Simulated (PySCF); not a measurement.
Gas-phase XPS of `CCC[C@H]1CSBS1`, computed

Species: C5H11BS2.
Numbering: `[CH3:1][CH2:2][CH2:3][C@H:4]1[CH2:5][S:6][BH:7][S:8]1`

Geometry (PBE0-D3(BJ)/def2-SVP, Å), atoms numbered from 1 in this order:
```xyz
19
C5H11BS2 angstrom
C     -2.5901    0.8316    0.7148
C     -1.5116    0.2197   -0.1654
C     -0.2722   -0.1842    0.6238
C      0.8172   -0.8446   -0.2152
C      1.4957    0.0783   -1.2151
S      2.7414    1.1325   -0.3823
B      3.1809   -0.0955    0.8386
S      2.1240   -1.5333    0.8944
H     -2.2203    1.7334    1.2279
H     -2.9210    0.1232    1.4909
H     -3.4750    1.1211    0.1285
H     -1.2390    0.9389   -0.9568
H     -1.9153   -0.6660   -0.6878
H     -0.5638   -0.8858    1.4228
H      0.1575    0.6967    1.1322
H      0.3942   -1.7066   -0.7576
H      2.0230   -0.5015   -1.9875
H      0.7688    0.7342   -1.7161
H      4.1226    0.0404    1.5721
```

The calculation used delta-SCF UKS SCAN, pcX-2 on the ionised atom, pcseg-1 elsewhere, spin-free X2C in PySCF. These are vertical core ionisation energies against the vacuum level, from separate self-consistent calculations with and without the core hole.

Task: List the computed XPS lines with their assignment.

Result: 
```json
{"atom(s)": "C1", "environment": "methyl carbon", "level": "C 1s", "binding energy (eV)": "290.75", "above the level's lowest (eV)": "+0.08", "count": "1"}
{"atom(s)": "C2", "environment": "chain CH2 carbon", "level": "C 1s", "binding energy (eV)": "290.77", "above the level's lowest (eV)": "+0.10", "count": "1"}
{"atom(s)": "C3", "environment": "chain CH2 carbon", "level": "C 1s", "binding energy (eV)": "290.67", "above the level's lowest (eV)": "0.00", "count": "1"}
{"atom(s)": "C4", "environment": "sp3 carbon bound to sulfur", "level": "C 1s", "binding energy (eV)": "291.47", "above the level's lowest (eV)": "+0.80", "count": "1"}
{"atom(s)": "C5", "environment": "sp3 carbon bound to sulfur", "level": "C 1s", "binding energy (eV)": "291.45", "above the level's lowest (eV)": "+0.78", "count": "1"}
{"atom(s)": "S6", "environment": "sulfur bonded to B and C", "level": "S 1s", "binding energy (eV)": "2476.85", "above the level's lowest (eV)": "+0.12", "count": "1"}
{"atom(s)": "B7", "environment": "three-coordinate boron", "level": "B 1s", "binding energy (eV)": "195.75", "above the level's lowest (eV)": "0.00", "count": "1"}
{"atom(s)": "S8", "environment": "sulfur bonded to B and C", "level": "S 1s", "binding energy (eV)": "2476.73", "above the level's lowest (eV)": "0.00", "count": "1"}
```

Lowest listed C 1s: C3, bonded to 2 C and 2 H. Highest, 0.80 eV above it: C4, bonded to S, 2 C and H. The widest gap between neighbouring values is 0.68 eV, between 290.77 and 291.45 eV. The values 290.75 and 290.77 eV; the values 291.45 and 291.47 eV lie too close for their order to be trusted.

The 2 S 1s values lie within 0.12 eV of each other; Gaussian lines of 0.5 eV full width would blend them into one maximum.

Task: Which effective nuclear charge Zeff reproduces each element's mean 1s value in the hydrogen-like formula E = 13.606 eV × Zeff²?

Result: B (Z = 5): mean 195.8 eV, Zeff = 3.79, Z − Zeff = 1.21; C (Z = 6): mean 291.0 eV, Zeff = 4.62, Z − Zeff = 1.38; S (Z = 16): mean 2476.8 eV, Zeff = 13.49, Z − Zeff = 2.51. Means run over the listed sites, weighted by atom count.

Task: Which photon energy gives electrons from C 1s of C1 a kinetic energy of 200 eV, and what is their de Broglie wavelength?

Result: hν = 290.75 + 200 = 490.75 eV, recoil neglected; λ = 12.264 Å/√(E/eV) = 0.87 Å.

Not every level is listed. One conformer (not necessarily the lowest) at the PBE0-D3(BJ)/def2-SVP geometry, without solvent, vibrations or thermal averaging.

Time: 5.3 min wall; peak memory 0.74 GiB. Hardware: one thread of an Arm Neoverse N1, shared host with 64 logical CPUs at a one-minute load of 60.
